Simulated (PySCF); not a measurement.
Two species compared at the same levels of theory.

First species: C7H8F2O.
SMILES: `C=C[C@H]1C[C@@](F)(C(=O)F)C1`

Second species: C6H12AlNO.
Structure used (PBE0-D3(BJ)/def2-SVP), in Å, numbered top down from 1:
```
atom  x, y, z in Å
N1     2.2797    1.8840   -1.6267
C2     1.9377    1.5841   -0.5630
C3     1.4821    1.1461    0.7496
C4     0.5272   -0.0376    0.6537
C5     1.0543   -1.2709   -0.0724
C6    -0.1793   -1.8102   -0.7885
C7    -0.8769   -0.5338   -1.2061
O8    -0.6400    0.3665   -0.1000
Al9   -2.1899    1.1043    0.9041
H10    0.9729    1.9795    1.2592
H11    2.3538    0.8651    1.3621
H12    0.1813   -0.2872    1.6706
H13    1.8219   -0.9772   -0.8065
H14    1.5058   -1.9893    0.6251
H15   -0.8185   -2.3807   -0.0970
H16    0.0670   -2.4530   -1.6447
H17   -1.9643   -0.6220   -1.3342
H18   -0.4366   -0.0837   -2.1091
H19   -3.0247    1.7740   -0.2837
H20   -1.3685    2.0403    1.9203
H21   -2.7442   -0.2832    1.5060
```

Levels: PBE0/def2-SVPD for HOMO energy, LUMO energy, HOMO–LUMO gap and static isotropic polarisability; TDDFT PBE0/def2-SVPD for lowest singlet excitation; TDA PBE0/def2-SVPD for lowest triplet excitation (Tamm–Dancoff); ΔSCF PBE0/def2-SVPD for vertical ionisation energy. Geometries: PBE0-D3(BJ)/def2-SVP. Each structure is a single optimised conformer of the isolated species, non-relativistic unless stated. Electronic properties by PySCF.

Dipoles, sizes and rotational constants follow the conformer. The torsions of the flexible species, by atom-mapped SMILES:
- `[CH2:1]=[CH:2][C@H:3]1[CH2:4][C@@:5]([F:6])([C:7](=[O:8])[F:9])[CH2:10]1`: C1–C2–C3–C4 128°, C4–C5–C7–O8 62°

The conformers of `N#CC[C@@H]1CCC[O+]1[AlH3-]` aren't listed.

```tsv
property	column X	column Y
HOMO energy	-7.67 eV	-7.51 eV
LUMO energy	-0.99 eV	-0.18 eV
HOMO–LUMO gap	6.68 eV	7.33 eV
lowest singlet excitation	5.77 eV	6.27 eV
lowest triplet excitation (Tamm–Dancoff)	4.32 eV	5.88 eV
static isotropic polarisability	84.7 au	106.2 au
vertical ionisation energy	9.70 eV	9.64 eV
```

(1) Which column belongs to which species?

(2) How does each property change from the first species to the second?

## Answers

(1) Column X is the first species and column Y the second. The first has 18 atoms and 76 electrons, the second 21 and 76.

(2) HOMO energy +0.16 eV; LUMO energy +0.81 eV; HOMO–LUMO gap +0.65 eV; lowest singlet excitation +0.50 eV; lowest triplet excitation (Tamm–Dancoff) +1.56 eV; static isotropic polarisability +21.5 au; vertical ionisation energy -0.06 eV.

On the first: S1 lies 0.91 eV below the HOMO–LUMO gap; its leading configuration is HOMO→LUMO, weight 0.99. No computed singlet falls in the visible range (750 to 380 nm, 1.65 to 3.26 eV); S1 lies 2.51 eV above its blue end.

On the second: The principal polarisabilities are 102.0, 104.9 and 111.7 au; their mean is the isotropic value. S1 lies 1.06 eV below the HOMO–LUMO gap; its leading configuration is HOMO→LUMO, weight 0.81.
